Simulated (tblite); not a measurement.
Parent: `[CH2:1]=[C:2]([Cl:3])[SiH2:4][O:5][SiH2:6][SiH:7]([CH3:8])[CH3:9]` with C1–C2–Si4–O5 136°, C2–Si4–O5–Si6 33°, Si4–O5–Si6–Si7 58°, O5–Si6–Si7–C8 66°, C4H13ClOSi3.

Computed geometry: GFN2-xTB, gas phase. One conformer each, not checked by frequencies here.

| coordinate of the parent | value |
| --- | --- |
| C1=C2 | 1.322 Å |
| C2–Cl3 | 1.738 Å |
| C2–Si4 | 1.898 Å |
| Si4–O5 | 1.605 Å |
| O5–Si6 | 1.643 Å |
| Si6–Si7 | 2.315 Å |
| Si7–C8 | 1.912 Å |
| Si7–C9 | 1.907 Å |
| C1–C2–Cl3 | 118.8° |
| C1–C2–Si4 | 126.9° |
| Cl3–C2–Si4 | 114.3° |
| C2–Si4–O5 | 109.5° |
| Si4–O5–Si6 | 155.4° |
| O5–Si6–Si7 | 108.3° |
| Si6–Si7–C8 | 110.8° |
| Si6–Si7–C9 | 109.4° |
| C8–Si7–C9 | 107.8° |

Task: How does the shared frame change in `[CH2:1]=[CH:2][SiH2:3][O:4][SiH2:5][SiH:6]([CH3:7])[CH3:8]` with C1–C2–Si3–O4 -150°, C2–Si3–O4–Si5 43°, Si3–O4–Si5–Si6 -44°, O4–Si5–Si6–C7 67°, C4H14OSi3? Atoms pair as C1 = C1, C2 = C2, Si4 = Si3, O5 = O4, Si6 = Si5, Si7 = Si6, C8 = C7, C9 = C8 (parent first).

Result: 
```
    parent    relative  value in the relative  change
     C1=C2       C1=C2                1.324 Å  +0.002
    C2–Si4      C2–Si3                1.885 Å  -0.013
    Si4–O5      Si3–O4                1.617 Å  +0.012
    O5–Si6      O4–Si5                1.628 Å  -0.015
   Si6–Si7     Si5–Si6                2.313 Å  -0.002
    Si7–C8      Si6–C7                1.911 Å  -0.001
    Si7–C9      Si6–C8                1.906 Å  -0.001
 C1–C2–Si4   C1–C2–Si3                 124.9°    -2.0
 C2–Si4–O5   C2–Si3–O4                 108.7°    -0.8
Si4–O5–Si6  Si3–O4–Si5                 160.8°    +5.4
O5–Si6–Si7  O4–Si5–Si6                 108.5°    +0.2
Si6–Si7–C8  Si5–Si6–C7                 111.6°    +0.8
Si6–Si7–C9  Si5–Si6–C8                 110.1°    +0.7
 C8–Si7–C9   C7–Si6–C8                 107.8°     0.0
```

Of the parent's bonds, O5–Si6 changes most (-0.015 Å). Point group C1 → C1.
